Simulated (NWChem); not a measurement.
System: C$_{3}$H$_{4}$BNO; SMILES OB1C=CC=N1

```xyz
10

O      0.1112    -2.0912     0.0000
B      0.0506    -0.7532     0.0000
C      1.2657     0.2705     0.0000
C      0.6473     1.4629     0.0000
C     -0.8458     1.2303     0.0000
N     -1.2295     0.0121     0.0000
H     -0.7762    -2.4735     0.0000
H      2.3472     0.1270     0.0000
H      1.1006     2.4592     0.0000
H     -1.5578     2.0732     0.0000
```
Atoms are numbered in this order, from 1.

Level: PBE0/def2-SVP (NWChem), optimised geometry, unscaled harmonic frequencies. 

```json
[
 {"frequency (cm⁻¹)": "144", "IR intensity (km/mol)": "4.7"},
 {"frequency (cm⁻¹)": "360", "IR intensity (km/mol)": "21.5"},
 {"frequency (cm⁻¹)": "427", "IR intensity (km/mol)": "4.0"},
 {"frequency (cm⁻¹)": "579", "IR intensity (km/mol)": "6.7"},
 {"frequency (cm⁻¹)": "604", "IR intensity (km/mol)": "23.9"},
 {"frequency (cm⁻¹)": "710", "IR intensity (km/mol)": "62.4"},
 {"frequency (cm⁻¹)": "772", "IR intensity (km/mol)": "7.3"},
 {"frequency (cm⁻¹)": "785", "IR intensity (km/mol)": "125.2"},
 {"frequency (cm⁻¹)": "815", "IR intensity (km/mol)": "8.2"},
 {"frequency (cm⁻¹)": "931", "IR intensity (km/mol)": "10.3"},
 {"frequency (cm⁻¹)": "970", "IR intensity (km/mol)": "0.8"},
 {"frequency (cm⁻¹)": "982", "IR intensity (km/mol)": "81.5"},
 {"frequency (cm⁻¹)": "1012", "IR intensity (km/mol)": "0.0"},
 {"frequency (cm⁻¹)": "1064", "IR intensity (km/mol)": "12.4"},
 {"frequency (cm⁻¹)": "1186", "IR intensity (km/mol)": "150.5"},
 {"frequency (cm⁻¹)": "1313", "IR intensity (km/mol)": "4.3"},
 {"frequency (cm⁻¹)": "1358", "IR intensity (km/mol)": "41.5"},
 {"frequency (cm⁻¹)": "1501", "IR intensity (km/mol)": "350.1"},
 {"frequency (cm⁻¹)": "1637", "IR intensity (km/mol)": "68.8"},
 {"frequency (cm⁻¹)": "1705", "IR intensity (km/mol)": "35.8"},
 {"frequency (cm⁻¹)": "3112", "IR intensity (km/mol)": "45.1"},
 {"frequency (cm⁻¹)": "3206", "IR intensity (km/mol)": "11.1"},
 {"frequency (cm⁻¹)": "3253", "IR intensity (km/mol)": "1.1"},
 {"frequency (cm⁻¹)": "3865", "IR intensity (km/mol)": "117.1"}
]
```

- zero-point energy: 46.1 kcal/mol
- thermal correction to the enthalpy at 298.15 K (with zero-point energy): 49.9 kcal/mol
- heat capacity Cv: 18.3 cal/(mol K)
- entropy at 298.15 K and 1 atm (symmetry number 1): 72.2 cal/(mol K)
- dipole moment: 0.81 D

Rigid rotor and harmonic oscillator.
